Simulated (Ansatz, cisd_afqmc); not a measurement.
System: SF, charge 0, doublet. SF (SMILES [S]F, doublet).
B3LYP-D3(BJ)/def2-TZVP minimum from Ansatz (a first-principles code):
```
S
F 1 1.6093
```
Charge 0, spin multiplicity 2.

Total energies in cc-pV(D+d)Z, 13 correlated electrons, 6 frozen orbitals. Open shells are spin-unrestricted; no spin-orbit coupling. Correlated methods leave the cores frozen. No relativity. AFQMC/CISD: phaseless, guided by CISD from CCSD amplitudes; bars are statistical, one sigma. Outlying blocks are dropped, and bars are widened where a walk drifts. Over all cases where full CI ran beside it in this data, AFQMC minus full CI had a median of +0.1 mEh and passed +0.4 mEh in a tenth of the cases.

```json
[
 {"method": "HF", "program": "Ansatz", "energy (Eh)": "-496.91187", "minus CCSDTQ (mEh)": "321.89"},
 {"method": "MP2", "program": "Ansatz", "energy (Eh)": "-497.20594", "minus CCSDTQ (mEh)": "27.83"},
 {"method": "CCSD", "program": "Ansatz", "energy (Eh)": "-497.22568", "minus CCSDTQ (mEh)": "8.08"},
 {"method": "CCSD(T)", "program": "Ansatz", "energy (Eh)": "-497.23237", "minus CCSDTQ (mEh)": "1.40"},
 {"method": "CCSDT(Q)", "program": "Ansatz", "energy (Eh)": "-497.23384", "minus CCSDTQ (mEh)": "-0.08"},
 {"method": "CCSDTQ", "program": "Ansatz", "energy (Eh)": "-497.23377", "minus CCSDTQ (mEh)": "0.00"},
 {"method": "AFQMC/CISD", "program": "cisd_afqmc", "energy (Eh)": "-497.2332 ± 0.0003", "minus CCSDTQ (mEh)": "0.6 ± 0.3"}
]
```

Rough core times of Ansatz's runs on a shared machine: CCSD(T) under 20 s, CCSDT(Q) 40 s, CCSDTQ 30 min.
